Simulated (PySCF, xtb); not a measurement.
Se(F)4 anion (F4Se), SMILES F[Se](F)(F)F (connectivity only; charge and spin as stated), charge -1, multiplicity 2.

Harmonic wavenumbers (cm⁻¹) from GFN2-xTB (xtb 6.7.1) at its own minimum, in rising order: 84, 85, 102, 184, 222, 356, 356, 393, 438.

Problem. What does PBE-D3(BJ)/def2-SVPD in PySCF 2.14.0 give at its own minimum? (The exact figures need the calculation; the answer reports its results.)

Solution. 96, 143, 172, 172, 223, 405, 458, 458, 489. Paired by order, the mean absolute difference is 46 cm⁻¹ and the zero-point energies are 3.2 and 3.7 kcal/mol.
